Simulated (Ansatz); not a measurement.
`FB(S)S` + H–F → `FB(F)S` + H₂S at 400 K and 1 bar (ligand exchange at a B–S bond).

Computed with Ansatz on PBE0-D4/def2-TZVP structures; ΔE is electronic, products minus reactants. CBS: MP2 limit from def2 TZ/QZ plus the TZ coupled-cluster correction, frozen cores. This one scheme is used for every species. One conformer a species, not always the lowest.

| species | CCSD(T)/CBS energy (Eh) | H − E (kJ/mol) | S (J/(mol·K)) |
| --- | --- | --- | --- |
| `FB(S)S` | -921.45384 | 93.9 | 328.5 |
| H–F | -100.39570 | 36.5 | 182.2 |
| `FB(F)S` | -622.90532 | 72.1 | 308.3 |
| H₂S | -398.97279 | 53.4 | 215.9 |

H − E and S are ideal-gas, rigid-rotor, harmonic terms from PBE0-D4/def2-TZVP, for one conformer and one mirror image of each species. 1 Eh = 2625.50 kJ/mol, R = 8.31446 J/(mol·K).

Task: By hand: ΔE, ΔH, ΔS and ΔG.

Result: ΔE = (-622.90532) + (-398.97279) − (-921.45384) − (-100.39570) = -0.02857 Eh = -75.0 kJ/mol. Δ(H − E) = 72.1 + 53.4 − 93.9 − 36.5 = -4.9, so ΔH = -79.9 kJ/mol. ΔS = 308.3 + 215.9 − 328.5 − 182.2 = 13.5 J/(mol·K). ΔG = -79.9 − 400 × (13.5)/1000 = -85.3 kJ/mol.

Task: By hand: the equilibrium constant, and the temperature at which ΔG would vanish if ΔH and ΔS stayed fixed.

Result: log₁₀ K = −ΔG/(RT ln 10) = 11.1. ΔH and −TΔS have one sign here, so there is no such temperature.

The number of gas molecules stays the same, so ΔS is small and ΔH decides. A doubt of 5 kJ/mol in ΔE shifts log₁₀ K by 0.7 here. Other conformers and mirror images would add mixing entropy, several J/(mol·K) or more a flexible species. These are equilibria of isolated gas molecules and say nothing of rates. Largest T1 diagnostic: 0.013 (customary marks: 0.02 for closed shells, 0.045 for open ones).
